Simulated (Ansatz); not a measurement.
Species: CH$_{8}$Ge$_{3}$N$_{2}$, SMILES `N#[C][GeH2][GeH2][GeH2][NH2]` (charge 0, multiplicity 1).

Q: Give a relaxed geometry from Ansatz (a quantum-chemistry and plane-wave program) with PBE0-D3(BJ)/def2-SVP.

A: This is not unique; one that fits is the end point of this relaxation, one of several conformers (outside a Z-matrix the atoms follow the SMILES, hydrogens last).
Bonds (Å): N1–C2 1.160, C2–Ge3 1.930, Ge3–Ge4 2.425, Ge3–H7 1.536, Ge3–H8 1.536, Ge4–Ge5 2.424, Ge4–H9 1.541, Ge4–H10 1.538, Ge5–N6 1.840, Ge5–H11 1.552, Ge5–H12 1.539, N6–H13 1.018, N6–H14 1.017. Angles (°): N1–C2–Ge3 177.7, C2–Ge3–Ge4 108.2, C2–Ge3–H7 105.8, C2–Ge3–H8 105.9, Ge4–Ge3–H7 113.2, Ge4–Ge3–H8 113.2, H7–Ge3–H8 110.0, Ge3–Ge4–Ge5 110.4, Ge3–Ge4–H9 107.2, Ge3–Ge4–H10 108.0, Ge5–Ge4–H9 110.7, Ge5–Ge4–H10 111.5, H9–Ge4–H10 108.9, Ge4–Ge5–N6 106.9, Ge4–Ge5–H11 108.9, Ge4–Ge5–H12 110.5, N6–Ge5–H11 115.2, N6–Ge5–H12 106.8, H11–Ge5–H12 108.4, Ge5–N6–H13 114.0, Ge5–N6–H14 114.2, H13–N6–H14 108.2.
